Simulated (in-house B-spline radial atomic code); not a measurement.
Configurations of the fluorine ion F²⁺, with energies counted from [He] 2s2 2p3. Level of theory: non-relativistic Hartree-Fock with fractional occupations, spin-polarised, spherical fractional occupations, point nucleus; calculated with a B-spline radial code for spherical atoms. Caution: exact exchange at fractional occupations of open shells leaves self-interaction of up to several eV. Shells without spins written out take the highest spin.

Occupations are held fixed; configurations that lie above the ionisation limit could autoionise.

| configuration | E - E(ref) (eV) | highest orbital | its <r> (bohr) |
| --- | --- | --- | --- |
| [He] 2s2 2p(1 up, 2 down) | 21.89 | 2p up | 0.9668 |
| [He] 2s(1 up, 0 down) 2p(3 up, 1 down) | 26.644 | 2p down | 1.036 |
| [He] 2s1 2p3 3d1 | 57.557 | 3d up | 3.607 |
| [He] 2s2 2p2 3d1 | 59.863 | 3d up | 3.656 |
| [He] 2s(0 up, 1 down) 2p(2 up, 1 down) 3d(1 up, 0 down) | 92.783 | 3d up | 3.694 |

Order these further configurations by energy, lowest first.
A. [He] 2s1 2p3 3s1
B. [He] 2s1 2p3 3p1
C. [He] 2s2 2p2 3p1
D. [He] 2s2 2p(0 up, 2 down) 3s(1 up, 0 down)
E. [He] 2s2 2p2 3s1

A (46.066 eV), E (48.395 eV), D (49.021 eV), B (52.547 eV), C (54.927 eV).

How far above the reference does [He] 2s2 2p(2 up, 0 down) 3p(0 up, 1 down) lie?

55.676 eV; its least bound orbital is 3p down with <r> = 3.313 bohr.
